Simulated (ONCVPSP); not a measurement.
**lanthanum, ONCV: configuration errors across variants**

```
Element                 : lanthanum (La)
Generator               : ONCVPSP 4.0.1
Type                    : optimised norm-conserving Vanderbilt (ONCV)
Functional              : PBEsol
Relativity              : scalar-relativistic
Frozen core             : [Kr] 4d10
Valence charge          : 11
Reference configuration : 5s2 5p6 5d1 6s1 6p1
Partial waves           : 5s+6s: rc 2.75 bohr, ncon 4, nbas 9, qcut 3.7 1/bohr, 2 projectors; 5p+6p: rc 2.60 bohr, ncon 4, nbas 7, qcut 4.5 1/bohr, 3 projectors, debl 3.9 Ha; 5d: rc 2.40 bohr, ncon 4, nbas 8, qcut 4.7 1/bohr, 2 projectors, debl 1.1 Ha; f scattering state at 0.2 Ha: rc 2.75 bohr, ncon 3, nbas 6, qcut 3.9 1/bohr, 1 projector
Local potential         : polynomial inside 1.80 bohr (lpopt 4, dvloc0 1 Ha)
Core correction         : Teter function, fcfact 2.5, rcfact 1
```

In the f channel the program set the typed energies aside and used -0.202 Ha.

All-electron excitation energies from the reference (eV): (1) 5s2 5p6 5d1 6s2 6p0 -2.408; (2) 5s2 5p6 5d1 6s1 6p0 3.592; (3) 5s2 5p6 5d1 6s0 6p0 14.440; (4) 5s2 5p6 5d1 6s1.5 6p0 0.007.

Errors AE − PS in meV (a dash: test not solved or not reliable):

```csv
change,(1),(2),(3),(4),bound ghosts,GHOST(+) flags above zero
base,-0.8,-0.9,-5.6,-0.6,none,none
"core correction Teter function, fcfact 2.5, rcfact 0.98",-0.8,-0.9,-5.6,-0.6,none,none
"core correction Teter function, fcfact 2.5, rcfact 1.16",-0.8,-0.9,-5.6,-0.6,none,none
"core correction Teter function, fcfact 2.5, rcfact 1.36",-0.9,-0.9,-5.7,-0.6,none,none
"core correction Teter function, fcfact 2.5, rcfact 1.46",-0.9,-0.9,-6.0,-0.6,none,none
"core correction Teter function, fcfact 2.5, rcfact 1.86",-1.9,-1.2,-17,-1.1,none,none
"core correction Teter function, fcfact 2.5, rcfact 2.02",-3.3,-1.7,-38,-1.8,none,none
```

Q: Give the same row for: core correction Teter function, fcfact 2.5, rcfact 1.68.

A: -1.2, -0.9, -8.1, -0.7; bound ghosts: none; GHOST(+) flags above zero: none.
